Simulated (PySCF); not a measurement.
Dipole response of Ga (gallium, neutral)

[Ar] 3d10 4s2 4p1, 2P determinant. Calculation: PySCF 2.14, in x2c-TZVPPall with one added diffuse shell each of s, p, d type (7s6p5d1f, 57 functions); scalar relativity by spin-free X2C-1e. Coupled (time-dependent) response in atomic units; α is the mean over directions.

| method | mean α (bohr³) | α xx, yy, zz | C₆ (like pair) | S(−4) |
| --- | --- | --- | --- | --- |
| UHF | 57.47 | 45.45, 81.52, 45.45 | 506.2 | 1915 |
| PBE | 62.41 | 45.84, 95.56, 45.84 | 529.2 | 2939 |
| PBE0 | 58.93 | 44.60, 87.60, 44.60 | 501.8 | 2372 |
| r2SCAN0 | 55.94 | 43.25, 81.32, 43.25 | 488.2 | 1872 |
| wB97X | 53.68 | 41.87, 77.29, 41.87 | 447.7 | 1829 |

S(−4) is the Cauchy moment in α(ω) = α(0) + S(−4) ω² + …

Reference α: 50 ± 3 bohr³ (recommended; Schwerdtfeger and Nagle, table of static dipole polarizabilities (2023 update)). Published C₆: 498.0 (Chu and Dalgarno (2004); Tang, Norbeck and Certain (1976)).

Spin-orbit coupling is absent.

α(iu) at UHF:

```tsv
u (hartree)	α(iu) (bohr³)
0	57.47
0.0500	53.22
0.100	44.49
0.200	28.90
0.300	19.23
0.500	9.895
0.750	5.396
1.00	3.440
1.50	1.802
2.00	1.129
3.00	0.5741
5.00	0.2365
```

A single London oscillator, α(iu) = α/(1 + u²/ω²), gives C₆ = (3/4) ω α². Matching the computed C₆ needs ω = 4 × 506.2 / (3 × 57.47²) = 0.204 hartree.

The components differ because the open shell of this determinant is not spherical; for a pure term their mean is the scalar polarisability.
